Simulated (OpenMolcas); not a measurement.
# V2+: moving the ligands

V2+ with its 8 nearest fluoride ions at 2.328 Å, on the Sr site of SrF2 (a = 5.796 Å, distance in the model lattice 2.510 Å). The rest of the host is ab initio model potentials to 7.6 Å and point charges beyond; the distance is set by hand and nothing relaxes. Ligand basis ANO-RCC-VDZP.

```json
{"Program": "OpenMolcas", "Method": "CASSCF", "Basis": "ANO-RCC-VTZP [6s5p3d2f1g]", "Scalar Hamiltonian": "DKH2, point nucleus", "Active space": "3 electrons in 5 orbitals (3d)", "State averaging": "2S+1 = 4 even, 10 roots; 2S+1 = 2 even, 40 roots", "Spin-orbit coupling": "state interaction with AMFI integrals over the reference wave functions"}
```

Runs around this geometry, states (labels of O, the rotations of Oh). Energies in cm-1 above the lowest state or level, χT in cm3 K/mol; under a threefold ground state the first gap can be a small split of the lowest multiplet, not the spin-orbit step; 10Dq and B are least-squares fits to the states below 45000 cm-1, weighted by degeneracy, with a free offset, and given where the rms deviation is under 5 % of |10Dq| (or 100 cm-1) and under 700 cm-1; 10Dq is negative for this site.

| R (Å) | Ground state | First state of that spin | 10Dq | B (rms of fit) | First gap with spin-orbit (degeneracies) | χT at 300 K | First state of another spin |
| --- | --- | --- | --- | --- | --- | --- | --- |
| 2.23 | 4T1 | 4T2 5297 | -6569 | 946 (176) | 12.6 (4, 2) | 1.654 | 2E 10805 |
| 2.328 | 4T1 | 4T2 4057 | -5122 | 947 (167) | 14.6 (4, 2) | 1.652 | 2E 12136 |
| 2.51 | 4T1 | 4T2 2568 | -3312 | 948 (123) | 20.3 (4, 2) | 1.642 | 2E 13669 |

Taking |10Dq| as R^-n, n = -ln(3312 / 6569) / ln(2.51 / 2.23) = 5.8 between the shortest and longest distance. The point-charge formula for a cubic d site gives n = 5.

An orbital triplet at a regular site is open to Jahn-Teller coupling, which can distort the site and quench the lowest spin-orbit gaps and is left out. Without dynamic correlation the repulsion within the d shell is too large (B by tens of per cent), so at a given field states of lower spin stand too high. Ligand-to-metal charge-transfer states are missing. With no ligand orbital active B as a rule stays too high, so bands that hang on it stand too high and its fall with covalency is understated. With metal d orbitals alone and no dynamic correlation 10Dq can be off by a tenth to a fifth, either way, in oxide and fluoride hosts. No measured value stands beside these numbers; the geometry was set by hand and not optimised.
